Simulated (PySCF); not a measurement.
One molecule, one basis, several functionals.

Compound: TMS, C4H12Si.
SMILES: `C[Si](C)(C)C`

PySCF, pcseg-1 basis, density fitting, gas phase, GFN2-xTB geometry. One functional is left out:

| functional | exact exchange (%) | HOMO energy (eV) | LUMO energy (eV) |
| --- | --- | --- | --- |
| B97-D | 0 | -7.01 | 0.54 |
| BLYP | 0 | -6.88 | 0.39 |
| BP86 | 0 | -7.11 | 0.52 |
| OPBE | 0 | -7.05 | 0.66 |
| B97-2 | 21 | -8.10 | 1.21 |
| mPW1PW91 | 25 | -8.38 | 1.21 |
| BHandHLYP | 50 | -9.57 | 1.77 |

Q: Predict the row of B3LYP (20 % exact exchange) by straight lines through the other rows, and check it.

A: 
```csv
property,line,computed,computed − line,"B97-2 (21 %), for comparison"
HOMO energy (eV),-8.05,-8.11,-0.06,-8.10
LUMO energy (eV),1.06,0.85,-0.21,1.21
```

Q: Which of these properties follows the share of exact exchange most closely, and which least?

A: Most closely the HOMO energy, least the LUMO energy; the correlations over the tabulated rows are HOMO energy -0.997, LUMO energy 0.981. The HOMO energy moves by -0.516 eV for every 10 %. Functionals with the same share still differ in their other parts: at 0 % BLYP and BP86 differ by 0.23 eV in it.
